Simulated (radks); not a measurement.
Valence configurations of the barium ion Ba+ (all share [Xe]). Calculated with a radial shooting solver on a logarithmic mesh with Libxc functionals: Dirac Kohn-Sham, LDA (Slater exchange, Perdew-Wang correlation), spin-unpolarised, spherical densities, point nucleus; open shells are shared between the two j in proportion to 2j + 1. Energies are relative to 6s1; eigenvalues in eV.

| valence | E (eV) | e(4f5/2) | e(4f7/2) | e(5d3/2) | e(5d5/2) | e(6p1/2) |
|---|---|---|---|---|---|---|
| 6s1 | 0.000 | - | - | - | - | - |
| 5d1 | 0.732 | - | - | -6.167 | -6.028 | - |
| 6s0.5 6p0.5 | 1.345 | - | - | - | - | -5.583 |
| 5d0.5 6p0.5 | 1.622 | - | - | -7.153 | -7.002 | -5.272 |
| 4f0.5 6s0.5 | 2.241 | -2.400 | -2.282 | - | - | - |
| 6p1 | 2.695 | - | - | - | - | -5.835 |
| 4f1 | 4.793 | -2.246 | -2.163 | - | - | - |

NIST lists [Xe] 6s1 as the ground configuration; this level of theory agrees among the configurations tried. The energies are those of spherical spin-averaged densities, not of single terms.
